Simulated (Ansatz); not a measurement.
Geometry optimisation, RKS B3LYP-D4/def2-SVP (Ansatz 0.2.0).

The input (input.yaml):

```yaml
crystal:
  periodic: [false, false, false]
  atoms:
    - { symbol: Ge, position_ang: [-0.620298, -0.170573, -0.4776] }
    - { symbol: H, position_ang: [0.218485, 0.131987, 2.136885] }
    - { symbol: O, position_ang: [1.042369, -0.101547, 0.168464] }
    - { symbol: H, position_ang: [1.515234, -0.940877, 0.079217] }
    - { symbol: H, position_ang: [-0.777026, 1.060196, -1.389702] }
    - { symbol: Cl, position_ang: [-0.655165, -1.955928, -1.755149] }
    - { symbol: P, position_ang: [-2.271142, -0.288923, 1.102159] }
    - { symbol: H, position_ang: [-3.198024, -0.798186, 0.133846] }
    - { symbol: H, position_ang: [-1.884741, -1.59652, 1.535276] }
    - { symbol: H, position_ang: [-0.238291, 0.228371, 2.683604] }
basis:
  gaussian: { orbitals: def2-SVP }
hamiltonian:
  xc: b3lyp
  dispersion: d4
relax:
  f_tol: 0.03
  max_steps: 50
```

Run as:

```bash
$ ansatz run input.yaml --threads 4 --pin off --max-ram 5120MiB --backend cpu --events-out ev --progress --plain --runs-dir out
```

Task: Where does it end, and by what steps?

Result: The forces met the threshold. The force dipped under the threshold on the way, but the program's further checks kept it going. After 15 steps the energy has fallen by 0.211 eV; H10 moved furthest, 0.89 Å.

```
step  energy less start (eV)  largest force component (eV/Å)  accepted
   0                  0.0000                           1.458       yes
   1                 -0.1398                           0.195       yes
   2                 -0.1783                           0.106       yes
   3                 -0.1954                           0.157       yes
   4                 -0.1982                           0.095       yes
   5                 -0.1933                           0.340        no
   6                 -0.2032                           0.073       yes
   7                 -0.2066                           0.078       yes
   8                 -0.2082                           0.183       yes
   9                 -0.2093                           0.071       yes
  10                 -0.2099                           0.137       yes
  11                 -0.2103                           0.136       yes
  12                 -0.2108                           0.106       yes
  13                 -0.2110                           0.027       yes
  14                 -0.2108                           0.136        no
  15                 -0.2112                           0.013       yes
```

```xyz
10
Properties=species:S:1:pos:R:3
Ge -0.717 -0.206 -0.698
H 0.543 0.268 2.545
O 0.868 0.021 0.092
H 1.278 -0.813 0.363
H -0.866 0.963 -1.684
Cl -0.588 -2.070 -1.843
P -2.423 -0.322 0.894
H -3.354 -0.834 -0.064
H -2.021 -1.625 1.321
H 0.409 0.185 3.290
```

The run took 29 s on 4 threads of Arm Neoverse V1 (shared host), peak memory 0.28 GiB.
